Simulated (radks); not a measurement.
Spherical quantum dot in the effective-mass picture: electrons in a well V = -V0 / (1 + exp((r - R)/a)) with V0 = 10, R = 4, a = 0.22, with a point charge +2 (a donor) at the centre, all in effective atomic units (hartree* = m*/eps^2 hartree, bohr* = eps/m* bohr), one dielectric constant everywhere. Calculated with a radial shooting solver with Libxc functionals: non-relativistic Kohn-Sham, LDA (Slater exchange, Perdew-Wang correlation), spin-polarised, spherical densities. Levels are named by radial order and angular momentum (1s, 1p, 1d, 2s, ...), and open shells are averaged over m. Results are scaled to m* = 0.044 and eps = 9.9, for which hartree* = 12.22 meV and bohr* = 11.91 nm. Each electron was tried in the lowest free levels, single moves between levels near the top were tried too, and the lowest total energy was kept; such a search can miss a lower state. The series stops at N = 27: beyond it a trial failed or the search could not be trusted, so later rows were left out. At N = 1 the Hartree and exchange-correlation terms need not cancel, so that row can carry a self-interaction error.

N                         open shells  2S   E (meV)  mu = E(N) - E(N-1) (meV)  addition energy mu(N+1) - mu(N) (meV)  e(HOMO) (meV)  rms radius (nm)
1                    1s(up 1, down 0)   1  -145.876                   -145.88                                  12.90        -140.60            10.59
2                                none   0  -278.849                   -132.97                                  18.09        -128.91            12.96
3                    1p(up 1, down 0)   1  -393.734                   -114.88                                  3.989        -112.95            19.30
4                    1p(up 2, down 0)   2  -504.630                   -110.90                                  4.157        -108.82            22.16
5                    1p(up 3, down 0)   3  -611.369                   -106.74                                  5.093        -104.66            23.96
6   1p(up 3, down 0) 2s(up 1, down 0)   4  -713.014                   -101.65                                  4.331        -99.538            25.38
7                    1p(up 3, down 2)   1  -810.329                   -97.315                                  3.687        -95.601            26.32
8                                none   0  -903.957                   -93.628                                  4.662        -91.652            27.15
9                    2s(up 1, down 0)   1  -992.922                   -88.966                                  4.728        -86.926            27.88
10                               none   0  -1077.16                   -84.238                                  6.967        -82.006            28.41
11                   1d(up 1, down 0)   1  -1154.43                   -77.271                                  3.714        -75.416            29.06
12                   1d(up 2, down 0)   2  -1227.99                   -73.558                                  3.719        -71.698            29.62
13                   1d(up 3, down 0)   3  -1297.83                   -69.838                                  3.718        -67.979            30.12
14                   1d(up 4, down 0)   4  -1363.95                   -66.120                                  3.714        -64.262            30.55
15                   1d(up 5, down 0)   5  -1426.35                   -62.406                                  4.621        -60.550            30.94
16                   1d(up 5, down 1)   4  -1484.14                   -57.785                                  3.619        -55.977            31.30
17                   1d(up 5, down 2)   3  -1538.30                   -54.166                                  3.626        -52.354            31.63
18                   1d(up 5, down 3)   2  -1588.84                   -50.540                                  3.628        -48.726            31.93
19                   1d(up 5, down 4)   1  -1635.76                   -46.912                                  3.627        -45.098            32.21
20                               none   0  -1679.04                   -43.285                                  8.471        -41.472            32.47
21                   1f(up 1, down 0)   1  -1713.85                   -34.814                                  3.538        -33.045            32.75
22                   1f(up 2, down 0)   2  -1745.13                   -31.276                                  3.537        -29.507            33.01
23                   1f(up 3, down 0)   3  -1772.87                   -27.739                                  3.535        -25.971            33.26
24                   1f(up 4, down 0)   4  -1797.07                   -24.204                                  3.532        -22.437            33.48
25                   1f(up 5, down 0)   5  -1817.74                   -20.672                                  3.528        -18.908            33.70
26                   1f(up 6, down 0)   6  -1834.89                   -17.144                                  3.524        -15.382            33.90
27                   1f(up 7, down 0)   7  -1848.51                   -13.621                                      -        -11.860            34.10

All shells are closed at N = 2, 8, 10, 20 (there: 1s2 1p6 1d10 2s2); the second difference of the energy has clear peaks (12 % above both neighbours; the first and last values, which can be the largest, are not judged, and half-filled shells can peak too) at N = 2, 5, 10, 15, 20.
